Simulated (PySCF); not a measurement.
Compound: ethylbenzene, C8H10.
Geometry (PBE0-D3(BJ)/def2-SVP, Å), atoms numbered from 1 in this order:
```xyz
18
C8H10 angstrom
C     -2.5243   -0.4939   -0.6931
C     -1.7619    0.1065    0.4853
C     -0.2726    0.1217    0.2639
C      0.5200   -0.9724    0.6304
C      1.8911   -0.9811    0.3818
C      2.4960    0.1093   -0.2415
C      1.7198    1.2066   -0.6118
C      0.3490    1.2091   -0.3608
H     -3.6097   -0.4952   -0.5088
H     -2.3363    0.0760   -1.6161
H     -2.2092   -1.5324   -0.8789
H     -1.9890   -0.4649    1.4001
H     -2.1145    1.1349    0.6666
H      0.0529   -1.8300    1.1236
H      2.4921   -1.8437    0.6804
H      3.5714    0.1058   -0.4347
H      2.1854    2.0683   -1.0966
H     -0.2536    2.0750   -0.6508
```

The calculation used TDDFT wB97X-D/def2-SVPD, vertical, gas phase, core orbitals frozen in the response in PySCF 2.14.0, density-fitted response routines.

Broadening: Gaussians 0.25 eV wide at half height, area fixed by f = 4.319×10⁻⁹ ∫ε dν̃. The width is an assumption, not a result. The curve ends short of the highest state used, and states not computed would add to its high-energy end.

```
λ (nm)  ε (L mol⁻¹ cm⁻¹)
 168.9              2750
 171.5             17630
 174.2             82819
 176.8            136221
 179.5             84452
 182.1             22132
 184.8              2393
 187.4               135
 190.1                 5
 192.7                23
 195.4               210
 198.0               870
 200.7              1958
 203.3              2364
 206.0              1628
 208.6               685
 211.3               172
 213.9                30
 216.6                 6
 219.2                14
 221.9                49
 224.5               106
 227.2               158
 229.8               164
 232.5               120
 235.1                65
 237.8                25
 240.4                 8
 243.1                 2
 245.7                 0
```

(1) Where are the band maxima, and which computed states make them?

(2) Coming from long wavelengths, where does ε first pass 100 L mol⁻¹ cm⁻¹?

(3) On this curve, what absorbance would a 10⁻³ mol/L sample give at 193 nm over a 1 cm path?

## Answers

(1) 229 nm (5.42 eV), ε about 170, made up of S1 (100%); 203 nm (6.11 eV), ε about 2400, made up of S2 (100%); 177 nm (7.01 eV), ε about 140000, made up of S3 (38%) and S4 (62%) (ε in L mol⁻¹ cm⁻¹; maxima over ε = 5, shares over 10%). The states used: S1 5.42 eV (f 0.0016); S2 6.11 eV (f 0.022); S3 7.01 eV (f 0.479); S4 7.01 eV (f 0.784); S5 7.31 eV (f 0.015); S6 7.49 eV (f 0.0024); S7 7.83 eV (f 0.0006); S8 7.86 eV (f 0.016); S9 7.93 eV (f 0.0007); S10 7.94 eV (f 0.0086).

(2) At about 233 nm (5.31 eV), 0.11 eV below S1.

(3) 193 nm is 6.424 eV, where ε is about 31 L mol⁻¹ cm⁻¹, so A = ε c l ≈ 0.031 (Beer–Lambert, with the gas-phase spectrum and the assumed width).

All these states lie below the vertical ionisation energy of 8.82 eV (ΔSCF).

On an Arm Neoverse V1 with one thread, no GPU (shared host), this took 2.4 min of wall time.

One conformer stands for the species.
